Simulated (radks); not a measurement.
Problem. The mean radii <r> (bohr) of the occupied orbitals of an atom or ion are listed with their occupations. Method: scalar-relativistic Kohn-Sham, PBE, spin-polarised, spherical densities, point nucleus; computed with a radial shooting solver on a logarithmic mesh with Libxc functionals.

orbital  occ.     <r>
1s up       1  0.1036
1s down     1  0.1036
2s up       1  0.5194
2s down     1  0.5194
2p up       3  0.4849
2p down     3  0.4848
3p up       3   2.252
3p down     2   2.301

Name the element and its charge. Open shells, if any, are filled with parallel spins first.

Solution. Z = 15, phosphorus, charge 0: P in [Ne] 3p5. The 1s radius gives Z: for a bare nucleus <r> = (2 gamma + 1)/(2Z) with gamma = sqrt(1 - (Z/c)^2), 0.0996 bohr for Z = 15, and screening makes it slightly larger (0.1036 here). The occupations add up to 15, and the charge is Z minus that.
